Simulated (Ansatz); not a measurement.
`C=C[SiH](O)[GeH2][OH]` at its PBE0-D4/def2-TZVP geometry, where that method's forces vanish. Total charge 0; spin multiplicity 1.

```json
{"atom": "C1", "x (Å)": "-1.805", "y (Å)": "-0.493", "z (Å)": "-1.067"}
{"atom": "C2", "x (Å)": "-1.487", "y (Å)": "-0.885", "z (Å)": "0.165"}
{"atom": "Si3", "x (Å)": "0.021", "y (Å)": "-0.301", "z (Å)": "1.066"}
{"atom": "O4", "x (Å)": "0.667", "y (Å)": "-1.605", "z (Å)": "1.855"}
{"atom": "Ge5", "x (Å)": "1.588", "y (Å)": "0.651", "z (Å)": "-0.485"}
{"atom": "O6", "x (Å)": "0.792", "y (Å)": "1.938", "z (Å)": "-1.459"}
{"atom": "H7", "x (Å)": "-1.180", "y (Å)": "0.190", "z (Å)": "-1.636"}
{"atom": "H8", "x (Å)": "-2.714", "y (Å)": "-0.830", "z (Å)": "-1.558"}
{"atom": "H9", "x (Å)": "-2.159", "y (Å)": "-1.568", "z (Å)": "0.684"}
{"atom": "H10", "x (Å)": "-0.339", "y (Å)": "0.746", "z (Å)": "2.073"}
{"atom": "H11", "x (Å)": "1.226", "y (Å)": "-1.432", "z (Å)": "2.613"}
{"atom": "H12", "x (Å)": "2.068", "y (Å)": "-0.343", "z (Å)": "-1.556"}
{"atom": "H13", "x (Å)": "2.824", "y (Å)": "1.259", "z (Å)": "0.223"}
{"atom": "H14", "x (Å)": "0.497", "y (Å)": "2.673", "z (Å)": "-0.917"}
```

For each bond, give half the difference of the two atoms' forces along it (eV/Å; positive pushes the atoms apart) under PBE-D4, r2SCAN-D4, B3LYP-D4, ωB97M-V in def2-TZVPP. (Estimate.)

Ansatz gave: 
```tsv
bond	length (Å)	PBE-D4	r2SCAN-D4	B3LYP-D4	ωB97M-V
C1–C2	1.331	0.36	0.20	0.12	0.03
C1–H7	1.087	0.02	-0.05	-0.09	-0.05
C1–H8	1.087	0.01	-0.07	-0.09	-0.06
C2–Si3	1.852	-0.13	-0.06	0.00	0.04
C2–H9	1.090	0.06	-0.02	-0.08	-0.07
Si3–O4	1.655	0.32	0.05	0.13	0.15
Si3–Ge5	2.401	-0.21	-0.05	0.00	-0.08
Si3–H10	1.497	0.03	-0.02	-0.13	-0.16
O4–H11	0.958	0.33	0.02	-0.02	-0.05
Ge5–O6	1.800	0.40	0.10	0.27	0.14
Ge5–H12	1.537	0.09	-0.03	-0.05	-0.09
Ge5–H13	1.549	0.04	-0.04	-0.05	-0.08
O6–H14	0.960	0.38	0.05	-0.03	-0.07
```

B3LYP here is the variant with VWN-RPA as its local correlation; programs differ in this.
